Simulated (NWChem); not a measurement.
Molecule: C2H6OSi; SMILES C1[SiH2]CO1

```xyz
10

C      0.0925     0.4690    -1.1371
O     -0.1375     1.3361     0.0000
C      0.0925     0.4690     1.1371
Si    -0.0384    -1.0702     0.0000
H     -0.6724     0.6379    -1.9251
H      1.0993     0.6312    -1.5932
H      1.0993     0.6312     1.5932
H     -0.6724     0.6379     1.9251
H     -1.3763    -1.7604     0.0000
H      1.0511    -2.1115     0.0000
```
Atoms are numbered in this order, from 1.

Program: NWChem. The geometry was optimised at PBE-D3(BJ)/def2-SVP. Total energies compare along this basis series because the functional is fixed.

```json
[
 {"level": "Hartree-Fock/def2-SVP", "basis functions": "90", "energy (Ha)": "-442.7511", "highest occupied level (eV)": "-10.89", "orbital gap (eV)": "14.43", "dipole (D)": "2.20"},
 {"level": "Hartree-Fock/def2-SVPD", "basis functions": "135", "energy (Ha)": "-442.7655", "highest occupied level (eV)": "-10.97", "orbital gap (eV)": "[?]", "dipole (D)": "[?]"},
 {"level": "Hartree-Fock/def2-TZVP", "basis functions": "166", "energy (Ha)": "-443.0338", "highest occupied level (eV)": "-10.88", "orbital gap (eV)": "13.53", "dipole (D)": "1.93"},
 {"level": "Hartree-Fock/def2-TZVPP", "basis functions": "219", "energy (Ha)": "-443.0355", "highest occupied level (eV)": "-10.88", "orbital gap (eV)": "13.52", "dipole (D)": "1.92"}
]
```

What belongs in the gaps?


- Hartree-Fock/def2-SVPD, orbital gap (eV): 13.40
- Hartree-Fock/def2-SVPD, dipole (D): 2.01
